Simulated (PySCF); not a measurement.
Predicted microwave data (PySCF, PBE0-D3(BJ)/def2-SVP geometry optimisation, gas phase) for one isomer of C3H9GeO (doublet):

```
Rotational constants : A = 7414, B = 1495, C = 1328 MHz
Dipole components    : |μa| = 0.25 D, |μb| = 0.62 D, |μc| = 0.83 D
Inertial defect      : -25.46 u·Å²
κ                    : -0.94
```

Question: Which candidate fits, each taken in the one conformer that was computed?
A. `[CH2:1][C@H:2]([CH3:3])[O:4][GeH3:5]` (doublet state) with H–C1–C2–C3 80° and -87°, C1–C2–O4–Ge5 -60°
B. `[CH3:1][CH:2]([CH3:3])[O:4][GeH2:5]` (doublet state) with C1–C2–O4–Ge5 -84°, C2–O4–Ge5–H -164° and -46°

Answer: B. It is CC(C)[O][GeH2], a near-prolate asymmetric top, point group C1. The candidates at the same level (rigid rotor, commonest isotopes):

```
                SMILES  A (MHz)  B (MHz)  C (MHz)  μa (D)  μb (D)  μc (D)  Δ (u·Å²)  point group                        rotor
[CH2][C@H](C)[O][GeH3]     7798     1559     1378    0.07    0.87    0.61    -22.15           C1  near-prolate asymmetric top
        CC(C)[O][GeH2]     7414     1495     1328    0.25    0.62    0.83    -25.46           C1  near-prolate asymmetric top
```

`[CH2][C@H](C)[O][GeH3]` has A 5 % too high. No structure here is proved a minimum.
